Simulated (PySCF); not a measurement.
Gas-phase reaction: 2 GeH₂Cl₂ + 2 H = 2 GeH₃Cl + Cl₂

Computed with PySCF and rigid-rotor harmonic-oscillator thermochemistry at 1 bar. † marks an energy on the PBE0/def2-TZVP geometry and frequencies; other levels use their own. CCSD(T) freezes the core. 6-31G* has spherical d functions here. Open shells (unrestricted): H (multiplicity 2); the rest are closed-shell singlets. B3LYP is the form with VWN-RPA correlation. Ge: all electrons, no relativistic terms. CCSD(T) isn't extrapolated to the basis-set limit.

```csv
level,"ΔH°(298 K), kJ"
B3LYP/def2-TZVP†,-152
CCSD(T)/def2-SVP†,-105
HF/6-31G*,-9
M06-2X/def2-TZVP†,[?]
PBE/def2-SVP,[?]
PBE/def2-TZVP†,-131
PBE0/def2-SVP†,[?]
r2SCAN/def2-TZVP†,[?]
```

What belongs in the gaps?


- M06-2X/def2-TZVP†, ΔH°(298 K), kJ: -106
- PBE/def2-SVP, ΔH°(298 K), kJ: -112
- PBE0/def2-SVP†, ΔH°(298 K), kJ: -99
- r2SCAN/def2-TZVP†, ΔH°(298 K), kJ: -118
